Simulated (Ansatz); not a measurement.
A search over several starts for the lowest SCF solution of CH5ClSn⁺, that is SnH2MeCl with one electron fewer at the given spin, in a small basis.

```yaml
crystal:
  periodic: [false, false, false]
  atoms:
    - {symbol: Sn, position_ang: [0.550587, -0.679942, 0.394377]}
    - {symbol: H, position_ang: [0.501515, -0.808554, 2.094540]}
    - {symbol: H, position_ang: [2.137713, -0.826603, -0.212926]}
    - {symbol: C, position_ang: [-0.509386, 1.005036, -0.368394]}
    - {symbol: H, position_ang: [-0.061776, 1.928014, 0.002095]}
    - {symbol: H, position_ang: [-1.548008, 0.950122, -0.044411]}
    - {symbol: H, position_ang: [-0.468843, 0.993444, -1.456895]}
    - {symbol: Cl, position_ang: [-0.601802, -2.561516, -0.408377]}
basis:
  gaussian: {orbitals: def2-SVP}
total_charge: 1
magnetization: {spin_polarized: true, initial_magnetization: 1}
hamiltonian: {xc: pbe0, dispersion: d4}
output: {orbitals: {seedname: orbitals}}
```

```sh
$ ansatz run in.yaml --threads 4 --pin off --events-out ev --progress --plain --max-ram 3916MiB
```

Output, abridged:

```
Functional definition: PBE0
906 factors; integrals over basis functions are off by at most 1.3e-3 eV
mean field evaluation 1: about -19442.2895 eV, gradient 4.3e1 eV
mean field evaluation 2: about -19422.8757 eV, gradient 6.1e1 eV
mean field evaluation 4: about -19451.5918 eV, gradient 1.1e1 eV
mean field evaluation 8: about -19452.7111 eV, gradient 9.7e-1 eV
mean field evaluation 16: about -19452.7196 eV, gradient 4.8e-2 eV
mean field evaluation 32: about -19452.9672 eV, gradient 2.2e-5 eV
mean field -19452.96722219 eV, -714.8833597208 hartree, gradient 7.0e-6 eV, S^2 0.757960; 2 other end points of the search recorded, 0 dependent functions left out
reference -19452.96724911 eV, -714.8833607100 hartree; 25, 24 occupied and 58, 59 virtual orbitals, 906 factors
Total energy: -19453.07764495 eV, -714.8874176821 hartree
```

Hardware: 4 threads of Arm Neoverse V2 on a shared host. Wall time 3.4 s.

In the def2 sets Sn takes a core potential; there is no spin–orbit coupling.
